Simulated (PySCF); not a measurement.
Diatomics of O with group 15

r²SCAN with triple-zeta basis sets in PySCF, for the lowest determinant that a PBE0 search found; no spin–orbit coupling. De refers to high-spin ground-configuration atoms. A positive dipole means M(−)O(+).

```
 M       basis  state (unpaired electrons)  Re (Å)  ωe (cm⁻¹)  De (eV)  μ (D)
 N  def2-TZVPP               doublet (π ↑)   1.148       1959     6.60   0.16
 P  def2-TZVPP               doublet (π ↑)   1.482       1252     6.14  -1.93
As  def2-TZVPP               doublet (π ↑)   1.624       1005     4.99  -2.47
Sb  def2-TZVPP               doublet (π ↑)   1.817        858     4.16  -3.33
```

**Question.** By what factor does the bond length vary along the series?

**Answer.** At r²SCAN it runs from 1.148 Å (NO) to 1.817 Å (SbO), a factor of 1.58.

Down a group the atoms grow and get heavier, so bonds lengthen and wavenumbers fall; this series shows no clear exception.

Spin–orbit coupling is left out, which matters for elements this heavy, above all for dissociation energies. States were picked by a PBE0 search and need not be the measured ground states.
